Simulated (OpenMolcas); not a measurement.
**Ne4+: effect of the active space**

| Property | Result |
| --- | --- |
| Program | OpenMolcas 26.06 |
| Method | CASSCF |
| Basis | ANO-L-VDZP |
| Scalar Hamiltonian | non-relativistic, point nucleus |
| Spin-orbit coupling | state interaction with AMFI integrals over the reference wave functions, term energies averaged over their components |

A. 2 electrons in 3 orbitals (2p); 2S+1 = 3 even, 3 roots; 2S+1 = 1 even, 6 roots kept (CI in the orbitals of an earlier block); cost of the order of 3 core-seconds
B. 4 electrons in 4 orbitals (2s 2p); 2S+1 = 3 even, 3 roots; 2S+1 = 1 even, 6 roots kept (CI in the orbitals of an earlier block); 2S+1 = 5 odd, 1 root; 2S+1 = 3 odd, 9 roots kept (CI in the orbitals of an earlier block); 2S+1 = 1 odd, 8 roots kept (CI in the orbitals of an earlier block); cost of the order of 15 core-seconds

Energies in cm⁻¹ above 2s² 2p² ³P₀, the measured ground level; measured values from NIST levels in Podobedova, Fuhr, Reader and Wiese, J. Phys. Chem. Ref. Data 33, 525 (2004).

```json
{"Level": "2s² 2p² ³P₀", "A": "0.0", "B": "0.0", "Measured": "0.0"}
{"Level": "2s² 2p² ³P₁", "A": "426", "B": "417", "Measured": "412"}
{"Level": "2s² 2p² ³P₂", "A": "1234", "B": "1200", "Measured": "1110"}
{"Level": "2s² 2p² ¹D₂", "A": "33412", "B": "33387", "Measured": "30292"}
{"Level": "2s² 2p² ¹S₀", "A": "82266", "B": "62742", "Measured": "63914"}
```

Deviations, from unrounded energies. A percentage is the sum of absolute deviations over the sum of measured energies, with the sign that they share, or ± where signs differ.

| Against measurement | Levels | A | B |
| --- | --- | --- | --- |
| mean absolute deviation (cm-1) | 4 | 5400 | 1100 |
| fine structure of the ground term (%) | 2 | +9.0 | +6.3 |
| other terms of the ground configuration (%) | 2 | +22.8 | ±4.5 |

B lies closest to measurement on these levels. The largest miss of B in the table is 2s² 2p² ¹D₂, by +3100 cm-1. The ranking rests on the paired levels alone, and a cruder setting can come out closer through cancelling errors.

Between A and B the level of the table that moves most is 2s² 2p² ¹S₀, by 20000 cm-1 (lowest in B, highest in A).

Terms from blocks run as CI alone lack orbitals of their own. The basis is small and was not contracted for so high a charge. With the s shell closed, the reference lacks s² → p² mixing (holds for A). Measured partners are found by configuration, term and J. A level has none where our copy of the source lacks it or the pairing is in doubt (some pairs that miss far off the trend of their configuration count as doubtful), and it then counts in no deviation. Only configurations of the active space appear. Levels that lie high or do not pair safely by name in every column are left out.
